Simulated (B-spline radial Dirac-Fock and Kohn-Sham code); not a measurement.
## Kohn-Sham estimates against Dirac-Fock for the levels of Ne³⁺

System: neon as Ne³⁺, configuration [He] 2s2 2p3.

The density-functional columns are spherical, spin-unpolarised Dirac-Kohn-Sham results without Breit or QED terms: −ε is minus the orbital energy of the initial state and ΔSCF the difference of two total energies. The reference in the last column comes from Dirac-Fock energy differences between relaxed states, corrected for Breit and QED terms. All numbers are from a radial atomic solver, in eV; a selection of levels is shown. The Kohn-Sham columns are given as differences from the reference.

```
level  PBE −ε − DF  PBE ΔSCF − DF  LDA −ε − DF  LDA ΔSCF − DF  Dirac-Fock
   1s        -48.8          +11.1        -54.0           +5.5       963.3
   2s        -12.5           +0.7        -13.0           +0.2       115.9
   2p        -12.7           +1.3        -12.6           +1.4       93.29
```

Values without a named source are computed, but for edge energies of neutral atoms, which are taken from tables.
